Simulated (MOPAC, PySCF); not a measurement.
C4H4BFS, SMILES `c1sc(c(F)c1)B`, neutral singlet in the gas phase. 

Cartesian coordinates (Å):
```xyz
11

B      2.2009    -0.3191    -0.1142
C      0.6886    -0.2495    -0.0377
S     -0.3255    -1.6801    -0.0060
C     -1.7698    -0.7586     0.0783
C     -1.5325     0.6004     0.0845
C     -0.1450     0.8666     0.0188
F      0.3228     2.1088     0.0119
H      2.8435     0.6992    -0.1328
H      2.7586    -1.3874    -0.1562
H     -2.7407    -1.2517     0.1203
H     -2.3009     1.3714     0.1331
```
Charge 0, spin multiplicity 1.

All levels are single points at this geometry (B3LYP-D3(BJ)/def2-SVP); Pople sets use spherical d functions. Orbital energies aren't observables, and empty levels follow the basis.

PM6 in MOPAC gives gap (eV) = 8.19.

Q: Estimate the gap (eV) from each of these levels: B3LYP-D3(BJ)/def2-TZVP in PySCF; PBE-D3(BJ)/def2-TZVP in PySCF; B3LYP/3-21G in PySCF; B3LYP/6-31G* in PySCF; BP86/6-31G* in PySCF; M06-2X/6-31G* in PySCF; PBE/6-31G* in PySCF; SVWN5/6-31G* in PySCF; HF/3-21G in PySCF; HF/6-31G* in PySCF; HF/STO-3G in PySCF; AM1 in MOPAC.

A: 
```csv
level,gap (eV)
B3LYP-D3(BJ)/def2-TZVP in PySCF,4.82
PBE-D3(BJ)/def2-TZVP in PySCF,3.36
B3LYP/3-21G in PySCF,4.94
B3LYP/6-31G* in PySCF,4.90
BP86/6-31G* in PySCF,3.43
M06-2X/6-31G* in PySCF,7.21
PBE/6-31G* in PySCF,3.42
SVWN5/6-31G* in PySCF,3.37
HF/3-21G in PySCF,10.98
HF/6-31G* in PySCF,10.92
HF/STO-3G in PySCF,11.83
AM1 in MOPAC,8.66
```
